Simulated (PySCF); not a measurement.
Isomers of C5H11NOSi, one GFN2-xTB conformer each. Single-point energies are computed at PBE0/pcSseg-1 (PySCF, gas phase, no added dispersion term), electronic only.

```json
{"SMILES": "C=C[C@H](C)NC(=O)[SiH3]", "GFN2-xTB relative energy (kcal/mol)": "0.0"}
{"SMILES": "C[SiH2]C(=O)C1CNC1", "GFN2-xTB relative energy (kcal/mol)": "18.4"}
```

Conformers: `[CH2:1]=[CH:2][C@H:3]([CH3:4])[NH:5][C:6](=[O:7])[SiH3:8]` with C1–C2–C3–C4 133°, C2–C3–N5–C6 -116°, C3–N5–C6–O7 -1°; `[CH3:1][SiH2:2][C:3](=[O:4])[CH:5]1[CH2:6][NH:7][CH2:8]1` with C1–Si2–C3–O4 72°, Si2–C3–C5–C6 70°, C3–C5–C6–N7 129°, C5–C6–N7–C8 -10°, C6–N7–C8–C5 10°, C3–C5–C8–N7 -125°.

Question: What does PBE0/pcSseg-1 give for the same structures?

Answer: 
```csv
SMILES,PBE0/pcSseg-1 E (Eh),PBE0/pcSseg-1 (kcal/mol),GFN2-xTB (kcal/mol),point group
C=C[C@H](C)NC(=O)[SiH3],-616.04702,0.0,0.0,C1
C[SiH2]C(=O)C1CNC1,-616.02063,16.6,18.4,C1
```

Both levels put the same isomer lowest. As drawn, the lower has a C(=O)–N unit and a C=C bond outside aromatic rings, which the higher lacks; the higher has a four-membered ring, which the lower lacks.

Question: Which frontier levels, dipoles and rotational constants go with these structures?

Answer: 
```tsv
SMILES	HOMO (eV, PBE0/pcSseg-1)	LUMO (eV)	dipole (D)	A, B, C (MHz)
C=C[C@H](C)NC(=O)[SiH3]	-6.95	-0.10	3.32	2696, 925.0, 833.1
C[SiH2]C(=O)C1CNC1	-6.51	-1.15	1.99	3077, 1020, 899.7
```
